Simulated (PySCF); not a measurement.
## How methods differ on the ionisation energy of Ni

Ni [Ar] 3d8 4s2 (3F) → Ni⁺ [Ar] 3d9 (2D), as a difference of total energies. All numbers are calculated (PySCF 2.14, no relativity, point nucleus, in cc-pVTZ (7s6p4d2f1g, 68 functions)). Correlated levels: valence: [Ar] frozen. The calculations carry no spin-orbit coupling.

```csv
method,ionisation energy (eV),difference from reference (eV)
UHF,7.721,+0.081
B3LYP,7.494,-0.146
M06-L,7.346,-0.294
MP2 (valence),6.387,-1.253
SCS-MP2 (valence),6.598,-1.042
```

Reference: 7.640 eV (measured; NIST Atomic Spectra Database, ionization energies).

These non-relativistic numbers lack the scalar-relativistic shift.

The reference lies between the lowest fine-structure levels, while these numbers refer to the centres of the terms.

Errors of the correlated levels include the incompleteness of this basis and the frozen core.

MP2 underrates the near-degeneracy of ns² with np² in the lower species.
